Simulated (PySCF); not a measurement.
**HgBr: everyday levels beside a composite calculation**

PySCF; the state is a doublet (σ ↑). The composite is CCSD(T) extrapolated to the basis-set limit from two correlation-consistent sets, with core-valence (CV) and scalar-relativistic (SR) terms as its label shows; it has no spin–orbit coupling and nothing beyond (T). Here it is CCSD(T)/CBS(DT). It gives Re = 2.535 Å, ωe = 181 cm⁻¹ and De = 0.72 eV to Hg + Br.

```tsv
level	basis	relativity	Re (Å)	ωe (cm⁻¹)	De (eV)
UHF	def2-TZVPP	scalar-relativistic core potentials	2.554	190	0.51
UHF-MP2	def2-TZVPP	scalar-relativistic core potentials	2.489	193	0.57
PBE	def2-TZVPP	scalar-relativistic core potentials	2.587	161	0.94
BLYP	def2-TZVPP	scalar-relativistic core potentials	2.661	140	0.72
r²SCAN	def2-TZVPP	scalar-relativistic core potentials	2.543	179	1.04
M06-L	def2-TZVPP	scalar-relativistic core potentials	2.653	139	0.81
PBE0	cc-pVDZ-PP	scalar-relativistic core potentials	2.564	170	0.86
PBE0	def2-TZVPP	scalar-relativistic core potentials	2.547	176	0.93
B97-3	def2-TZVPP	scalar-relativistic core potentials	2.594	160	0.77
CAM-B3LYP	def2-TZVPP	scalar-relativistic core potentials	2.555	175	0.79
```

**Question.** Give the difference of each row from the composite.

**Answer.** 

```json
{"level": "UHF", "basis": "def2-TZVPP", "ΔRe (pm)": "+1.9", "Δωe (%)": "+5.0", "ΔDe (eV)": "-0.21"}
{"level": "UHF-MP2", "basis": "def2-TZVPP", "ΔRe (pm)": "-4.6", "Δωe (%)": "+6.6", "ΔDe (eV)": "-0.15"}
{"level": "PBE", "basis": "def2-TZVPP", "ΔRe (pm)": "+5.2", "Δωe (%)": "-11.0", "ΔDe (eV)": "+0.22"}
{"level": "BLYP", "basis": "def2-TZVPP", "ΔRe (pm)": "+12.6", "Δωe (%)": "-22.7", "ΔDe (eV)": "+0.00"}
{"level": "r²SCAN", "basis": "def2-TZVPP", "ΔRe (pm)": "+0.8", "Δωe (%)": "-1.1", "ΔDe (eV)": "+0.32"}
{"level": "M06-L", "basis": "def2-TZVPP", "ΔRe (pm)": "+11.8", "Δωe (%)": "-23.2", "ΔDe (eV)": "+0.09"}
{"level": "PBE0", "basis": "cc-pVDZ-PP", "ΔRe (pm)": "+2.9", "Δωe (%)": "-6.1", "ΔDe (eV)": "+0.14"}
{"level": "PBE0", "basis": "def2-TZVPP", "ΔRe (pm)": "+1.2", "Δωe (%)": "-2.8", "ΔDe (eV)": "+0.21"}
{"level": "B97-3", "basis": "def2-TZVPP", "ΔRe (pm)": "+5.9", "Δωe (%)": "-11.6", "ΔDe (eV)": "+0.05"}
{"level": "CAM-B3LYP", "basis": "def2-TZVPP", "ΔRe (pm)": "+2.0", "Δωe (%)": "-3.3", "ΔDe (eV)": "+0.07"}
```

**Question.** Which rows come closest in De?

**Answer.** BLYP in def2-TZVPP (+0.00 eV), counted from the composite.

Correlated steps freeze the inner cores (9 to 13 orbitals); shallow outer-core shells are correlated. These are scalar-relativistic numbers at best; spin–orbit coupling would shift them, the dissociation energy most. The CCSD T1 diagnostic is raised in HgBr, a sign that a single reference may not be enough there. The state is the lowest determinant that a PBE0 search found; another state may lie lower at other levels.
